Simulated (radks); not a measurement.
Question: Isoelectronic series with 15 electrons, each ion in its NIST ground configuration. Method: scalar-relativistic Kohn-Sham, r2SCAN, spin-polarised, spherical densities, finite nucleus; open shells are filled with parallel spins first; meta-GGA in the generalised Kohn-Sham scheme; Fermi nuclear charge, rms radius of each element as measured or else 0.836 A^(1/3) + 0.57 fm; computed with a radial shooting solver on a logarithmic mesh with Libxc functionals. Total energies (hartree) and orbital eigenvalues (hartree) (* marks an orbital that is empty in some or all of the ions):

| ion | configuration | E (hartree) | 3p down* | 3p up | 3s down | 3s up |
|---|---|---|---|---|---|---|
| P | [Ne] 3s2 3p3 | -342.10912 | -0.11928 | -0.24565 | -0.44200 | -0.57634 |
| S+ | [Ne] 3s2 3p3 | -398.85288 | -0.51961 | -0.67842 | -0.93206 | -1.10160 |
| Cl2+ | [Ne] 3s2 3p3 | -460.25761 | -1.05115 | -1.24085 | -1.55487 | -1.75676 |
| Ar3+ | [Ne] 3s2 3p3 | -526.31947 | -1.70615 | -1.92574 | -2.30204 | -2.53468 |
| K4+ | [Ne] 3s2 3p3 | -597.04069 | -2.48073 | -2.72955 | -3.16963 | -3.43199 |
| Ca5+ | [Ne] 3s2 3p3 | -672.42691 | -3.37265 | -3.65027 | -4.15551 | -4.44686 |
| Sc6+ | [Ne] 3s2 3p3 | -752.48604 | -4.38054 | -4.68665 | -5.25843 | -5.57825 |
| Ti7+ | [Ne] 3s2 3p3 | -837.22776 | -5.50352 | -5.83790 | -6.47765 | -6.82556 |
| V8+ | [Ne] 3s2 3p3 | -926.66306 | -6.74101 | -7.10351 | -7.81277 | -8.18845 |
| Cr9+ | [Ne] 3s2 3p3 | -1020.80399 | -8.09264 | -8.48314 | -9.26358 | -9.66681 |
| Mn10+ | [Ne] 3s2 3p3 | -1119.66374 | -9.55817 | -9.97658 | -10.83004 | -11.26063 |
| Fe11+ | [Ne] 3s2 3p3 | -1223.25649 | -11.13749 | -11.58374 | -12.51220 | -12.97001 |
| Ni13+ | [Ne] 3s2 3p3 | -1444.70204 | -14.63727 | -15.13908 | -16.22428 | -16.73622 |
| Cu14+ | [Ne] 3s2 3p3 | -1562.58719 | -16.55778 | -17.08733 | -18.25467 | -18.79358 |
| Zn15+ | [Ne] 3s2 3p3 | -1685.27086 | -18.59214 | -19.14941 | -20.40172 | -20.96754 |

Estimate the row of Co12+ ([Ne] 3s2 3p3).

Answer: E (hartree) -1331.59721; 3p down* -12.83052; 3p up -13.30457; 3s down -14.31021; 3s up -14.79513.
